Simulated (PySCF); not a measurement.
PySCF input:

```python
from pyscf import gto, scf, dft

mol = gto.M(
    atom='''
    B     0.75463725    0.20854978    0.04226581
    N    -0.50761348   -0.14028287   -0.02843047
    H     1.87925560    0.51934666    0.10525356
    H    -1.28046013    0.52232676    0.05508646
    H    -0.81868737   -1.10244223   -0.17265575
    ''',
    basis='def2-tzvpd',
    charge=1,
    spin=0,
    verbose=4,
)

mf = dft.RKS(mol, xc='m06l').density_fit(auxbasis='def2-universal-jkfit')
mf.grids.level = 4
mf.conv_tol = 1e-9
mf.max_cycle = 100
mf.max_memory = 1500
mf.kernel()
if not mf.converged:
    mf = mf.newton()
    mf.kernel(mf.make_rdm1())
mf.analyze()
```

Q: Predict the final energy.

A: -81.12657 Eh (M06-L/def2-TZVPD).

It need not be the lowest isomer of its formula.
